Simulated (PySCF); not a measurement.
## Electron correlation in Mn (manganese, neutral)

[Ar] 3d5 4s1 5s1, high-spin 8S determinant (an excited configuration). All numbers are calculated (PySCF 2.14, no relativity, point nucleus, in aug-cc-pVDZ). Frozen: [Ar]; 7 electrons correlated.

MP2 pair energies summed by pair of shells (mhartree):

```csv
pair,energy,share (%)
3d-3d,-56.96,79.4
3d-4s,-11.71,16.3
4s-5s,-1.92,2.7
3d-5s,-1.12,1.6
```

Total MP2 correlation energy: -71.71 mhartree.

Same-spin part -71.71 and opposite-spin part 0.00 mhartree; SCS-MP2 scales them by 1/3 and 6/5 to -23.90 mhartree.
